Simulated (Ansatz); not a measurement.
One change: `C[Si@@H]1N[C@H]1F` becomes `C[Si@H]1N[C@@H]1[GaH2]`.

Ansatz, PBE0-D4/def2-TZVP geometries, multiplicity 1. 

Scalar relativity is left out up to krypton.

```json
{"property": "LUMO energy (B3LYP/def2-TZVPP) / eV", "`C[Si@@H]1N[C@H]1F`": "-0.08"}
{"property": "HOMO energy (ωB97M-V/def2-TZVPP) / eV", "`C[Si@@H]1N[C@H]1F`": "-9.57"}
{"property": "LUMO energy (PBE0/def2-TZVPP) / eV", "`C[Si@@H]1N[C@H]1F`": "0.16"}
{"property": "HOMO–LUMO gap (ωB97M-V/def2-TZVPP) / eV", "`C[Si@@H]1N[C@H]1F`": "11.42"}
{"property": "LUMO energy (ωB97M-V/def2-TZVPP) / eV", "`C[Si@@H]1N[C@H]1F`": "1.85"}
{"property": "HOMO energy (B3LYP/def2-TZVPP) / eV", "`C[Si@@H]1N[C@H]1F`": "-7.12"}
```

(1) What does the change do to each property? (Estimate.)

## Answers

(1) The calculation gave: 
| property | `C[Si@H]1N[C@@H]1[GaH2]` | shift |
| --- | --- | --- |
| LUMO energy (B3LYP/def2-TZVPP) / eV | -1.32 | -1.24 |
| HOMO energy (ωB97M-V/def2-TZVPP) / eV | -8.33 | 1.24 |
| LUMO energy (PBE0/def2-TZVPP) / eV | -1.05 | -1.21 |
| HOMO–LUMO gap (ωB97M-V/def2-TZVPP) / eV | 8.93 | -2.49 |
| LUMO energy (ωB97M-V/def2-TZVPP) / eV | 0.60 | -1.25 |
| HOMO energy (B3LYP/def2-TZVPP) / eV | -5.95 | 1.17 |

With PBE0 the HOMO rises by 1.17 eV and the LUMO falls by 1.21 eV, so the gap narrows by about 2.38 eV. PBE moves the HOMO by 0.99 eV and ωB97M-V by 1.24 eV.

Positive LUMOs are unbound, so they and the gaps depend on the basis.

B3LYP here is the variant with VWN-RPA as its local correlation; programs differ in this.
